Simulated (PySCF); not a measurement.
Compound: C2H8BFO.
SMILES with atom numbers: `[CH3:1][O+:2]([CH3:3])[BH2-:4][F:5]` (hydrogens: H6, H7, H8 on C1; H9, H10, H11 on C3; H12, H13 on B4)

Theory: PBE0-D3(BJ)/def2-SVP geometry optimisation, gas phase (PySCF 2.14.0).

(1) What internal coordinates does the optimisation give?

## Answers

(1) 
```json
{"bond": "C1–O2, O2–C3", "length (Å)": "1.424"}
{"bond": "O2–B4", "length (Å)": "1.672"}
{"bond": "B4–F5", "length (Å)": "1.380"}
{"bond": "C1–H6 and 5 like bonds", "length (Å)": "1.098"}
{"bond": "B4–H12, B4–H13", "length (Å)": "1.221"}
```

Bonds in one row agree within 0.01 Å and their mean is given. A selection of angles:
```json
{"angle": "O2–C1–H6", "degrees": "109.0"}
{"angle": "O2–C1–H8", "degrees": "106.7"}
{"angle": "H6–C1–H7", "degrees": "110.5"}
{"angle": "H7–C1–H8", "degrees": "109.8"}
{"angle": "C1–O2–C3", "degrees": "113.7"}
{"angle": "C1–O2–B4", "degrees": "113.7"}
{"angle": "O2–B4–F5", "degrees": "103.0"}
{"angle": "O2–B4–H12", "degrees": "101.4"}
{"angle": "F5–B4–H12", "degrees": "114.8"}
{"angle": "H12–B4–H13", "degrees": "118.0"}
```

Torsions: C1–O2–B4–F5 66° (synclinal).

Of the pairs four or more bonds apart, H8···H12 is among the closest relative to their van der Waals radii: 2.31 Å, 96 % of the sum of Bondi's values. B4 (four-coordinate boron) is distorted tetrahedral (angles from 101.4° to 118.0°). O2 (oxygen bonded to B and 2 C) is pyramidal (angles 113.9°, 113.7° and 113.7°, sum 341.3°, 0.38 Å off the plane of its three neighbours).

Point group: Cs (tolerance 0.08 Å). Not checked by PBE0-D3(BJ)/def2-SVP frequencies. One conformer, not necessarily the lowest.
